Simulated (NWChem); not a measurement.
System: CH3BrSi, singlet; SMILES C[Si]Br

Here is an NWChem input.

```
start job
memory heap 200 mb stack 900 mb global 1100 mb
geometry units angstroms noautosym nocenter noautoz
  Si    -0.766640     1.135740     0.000000
  Br     0.050582    -0.983201     0.000000
  C      0.886321     2.071397     0.000000
  H      0.725605     3.161460     0.000000
  H      1.488421     1.800008    -0.885072
  H      1.488421     1.800008     0.885072
end
basis spherical
  * library def2-tzvp
end
dft
  xc xpbe96 cpbe96
  iterations 150
end
property
  efieldgrad
end
task dft property
```

Excerpt of the output:

```
             Northwest Computational Chemistry Package (NWChem) 7.3.0
             --------------------------------------------------------

                             Geometry "geometry" -> ""
                             -------------------------

 Output coordinates in angstroms (scale by  1.889725989 to convert to a.u.)

  No.       Tag          Charge          X              Y              Z
 ---- ---------------- ---------- -------------- -------------- --------------
    1 Si                  14.0000    -0.76664000     1.13574000     0.00000000
    2 Br                  35.0000     0.05058200    -0.98320100     0.00000000
    3 C                    6.0000     0.88632100     2.07139700     0.00000000
    4 H                    1.0000     0.72560500     3.16146000     0.00000000
    5 H                    1.0000     1.48842100     1.80000800    -0.88507200
    6 H                    1.0000     1.48842100     1.80000800     0.88507200

 Effective nuclear repulsion energy (a.u.)     206.8204726066

  pbe96 is a nonlocal functional; adding pw91lda local functional.
                              NWChem Property Module
                              ----------------------

  itol2e modified to match energy
  convergence criterion.

                                 NWChem DFT Module
                                 -----------------

 Summary of "ao basis" -> "ao basis" (spherical)
 ------------------------------------------------------------------------------
       Tag                 Description            Shells   Functions and Types
 ---------------- ------------------------------  ------  ---------------------
 Si                        def2-tzvp                13       37   5s5p2d1f
 Br                        def2-tzvp                16       48   6s5p4d1f
 C                         def2-tzvp                11       31   5s3p2d1f
 H                         def2-tzvp                 4        6   3s1p

  itol2e modified to match energy
  convergence criterion.

[...]

          -----------------------
          Electric field gradient
          -----------------------

 1 a.u. = 0.324123 10**(16) esu/cm**3  ( or statvolts/cm**2 ) = 0.97174 10**(22) v/m**2

 ------------------------------------------------------------
   Atom      X         Y         Z
 ------------------------------------------------------------
    1 Si  -1.44874   2.14624   0.00000
 ------------------------------------------------------------

 Electric field gradient in molecular frame (a.u.)
         XX             YY             ZZ             XY             XZ             YZ
 ------------------------------------------------------------------------------------------
        1.724698       0.004791      -1.729488       0.331419       0.000000      -0.000000

 Principal components (a.u.) and orientation
 of principal axis w.r.t. absolute frame                      Asymmetry parameter eta
 --------------------------------------------------------------------------------------
        1.786351      -1.729488      -0.056862                       0.936337

        0.983133      -0.000000      -0.182890
        0.182890       0.000000       0.983133
        0.000000       1.000000      -0.000000

 ------------------------------------------------------------
   Atom      X         Y         Z
 ------------------------------------------------------------
    2 Br   0.09559  -1.85798   0.00000
 ------------------------------------------------------------

 Electric field gradient in molecular frame (a.u.)
         XX             YY             ZZ             XY             XZ             YZ
 ------------------------------------------------------------------------------------------
        2.062785      -2.093606       0.030821       1.887211      -0.000000       0.000000

 Principal components (a.u.) and orientation
 of principal axis w.r.t. absolute frame                      Asymmetry parameter eta
 --------------------------------------------------------------------------------------
       -2.822626       2.791806       0.030821                       0.978162

       -0.360344       0.932820      -0.000000
        0.932820       0.360344       0.000000
       -0.000000      -0.000000       1.000000

 ------------------------------------------------------------
   Atom      X         Y         Z
 ------------------------------------------------------------
    3 C    1.67490   3.91437   0.00000
 ------------------------------------------------------------

 Electric field gradient in molecular frame (a.u.)
         XX             YY             ZZ             XY             XZ             YZ
 ------------------------------------------------------------------------------------------
        0.063982       0.006239      -0.070221       0.058587       0.000000      -0.000000

 Principal components (a.u.) and orientation
 of principal axis w.r.t. absolute frame                      Asymmetry parameter eta
 --------------------------------------------------------------------------------------
        0.100425      -0.070221      -0.030204                       0.398480

        0.849128      -0.000000      -0.528187
        0.528187       0.000000       0.849128
        0.000000       1.000000      -0.000000

 ------------------------------------------------------------
   Atom      X         Y         Z
 ------------------------------------------------------------
    4 H    1.37119   5.97429   0.00000
 ------------------------------------------------------------

[...]
```

Level: PBE/def2-TZVP. Low-valent species are run as closed-shell singlets; no triplet was tried in these runs. Geometry: optimised at PBE0/def2-SVP. NWChem prints the field gradient with the sign opposite to the second derivative of the potential.
